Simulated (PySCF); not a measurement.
## Correlation energy of Sb²⁺ (antimony, charge +2)

[Kr] 4d10 5s1 5p2, 5s spin antiparallel (an excited configuration). Calculation: PySCF 2.14, in x2c-QZVPPall with one added diffuse shell each of s, p, d, f type (14s10p8d5f1g, 128 functions); the spin-free X2C one-electron Hamiltonian (Gaussian nucleus). Frozen: [Ar] 3d10; 21 electrons correlated.

MP2 pair energies summed by pair of shells (mhartree):

```
 pair   energy  share (%)
4d-4d  -331.29       45.9
4p-4d  -113.30       15.7
4d-5p   -66.28        9.2
5s-5p   -54.56        7.6
4d-5s   -48.31        6.7
4p-4p   -40.13        5.6
4s-4d   -30.72        4.3
4s-4p   -16.30        2.3
4p-5p    -5.78        0.8
4p-5s    -5.65        0.8
5p-5p    -4.87        0.7
4s-4s    -3.54        0.5
4s-5p    -0.84        0.1
4s-5s    -0.73        0.1
```

Total MP2 correlation energy: -722.29 mhartree.

Same-spin part -242.08 and opposite-spin part -480.21 mhartree; SCS-MP2 scales them by 1/3 and 6/5 to -656.95 mhartree.

This basis was not built for core-valence correlation, so the inner-shell part is incomplete.
